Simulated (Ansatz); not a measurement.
H8N4Si, SMILES `N[Si](N)(N)N`, relaxed with RKS PBE-D4/def2-SVP in Ansatz from a rough embedded geometry. The force threshold is 0.03 eV/Å; the program also tests the step.

Charge 0, multiplicity 1.

Start:

```xyz
13

N    -1.055   -0.903    0.712
Si    0.007   -0.014    0.001
N     1.477   -0.347    0.619
N    -0.021   -0.272   -1.630
N    -0.372    1.543    0.219
H    -1.336   -0.518    1.640
H    -1.962   -0.885    0.202
H     1.529   -1.284    0.743
H     1.519    0.119    1.578
H     0.030   -1.325   -1.694
H     0.893   -0.005   -1.954
H     0.418    2.141   -0.038
H    -1.127    1.751   -0.399
```

Task: How much energy does the relaxation release, and in how many steps? (Best estimate.)

Result: The calculation gave: 53.82 kcal/mol, in 8 steps.

Task: Which bonds change most? (Best estimate.)

Result: The calculation gave: N1–Si2 from 1.557 to 1.746 Å; Si2–N5 from 1.617 to 1.746 Å; Si2–N3 from 1.630 to 1.746 Å; Si2–N4 from 1.652 to 1.746 Å.

Task: Give the relaxed structure. (An estimate is asked.)

Result: Computed: 
```xyz
13

N    -1.317   -0.938    0.659
Si    0.001    0.000    0.000
N     1.512   -0.253    0.837
N     0.039   -0.534   -1.662
N    -0.232    1.723    0.166
H    -1.494   -0.870    1.665
H    -2.204   -0.940    0.149
H     1.919   -1.191    0.816
H     1.612    0.150    1.773
H     0.049   -1.542   -1.841
H     0.684   -0.062   -2.300
H     0.544    2.338   -0.093
H    -1.114    2.118   -0.168
```
